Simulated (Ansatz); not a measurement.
`CC(C)(C)[NH][Sn]([Cl])([Cl])[Cl]` and `C[O][GeH]([CH3])[NH]C(C)(C)C` differ in one atom or group.

Ansatz, PBE0-D4/def2-TZVP geometries, multiplicity 1. Each molecule was computed in one conformer, which needn't be the lowest.

Elements past krypton have def2 core potentials. Scalar relativity is left out up to krypton.

```
                             property  `CC(C)(C)[NH][Sn]([Cl])([Cl])[Cl]`
  LUMO energy (B3LYP/def2-TZVPP) / eV                               -2.51
    LUMO energy (PBE/def2-TZVPP) / eV                               -3.12
 HOMO–LUMO gap (PBE0/def2-TZVPP) / eV                                5.39
LUMO energy (ωB97M-V/def2-TZVPP) / eV                               -0.18
HOMO energy (ωB97M-V/def2-TZVPP) / eV                               -9.91
   LUMO energy (PBE0/def2-TZVPP) / eV                               -2.21
```

**Question.** Give the same properties after the change, and the shifts. (Best estimate.)

**Answer.** Ansatz gave: 
```tsv
property	`C[O][GeH]([CH3])[NH]C(C)(C)C`	shift
LUMO energy (B3LYP/def2-TZVPP) / eV	0.61	3.12
LUMO energy (PBE/def2-TZVPP) / eV	0.10	3.22
HOMO–LUMO gap (PBE0/def2-TZVPP) / eV	7.60	2.21
LUMO energy (ωB97M-V/def2-TZVPP) / eV	2.34	2.52
HOMO energy (ωB97M-V/def2-TZVPP) / eV	-9.03	0.88
LUMO energy (PBE0/def2-TZVPP) / eV	0.93	3.14
```

With PBE0 the HOMO rises by 0.93 eV and the LUMO rises by 3.14 eV, so the gap widens by about 2.21 eV. PBE moves the HOMO by 0.93 eV and ωB97M-V by 0.88 eV.

B3LYP here is the variant with VWN-RPA as its local correlation; programs differ in this.
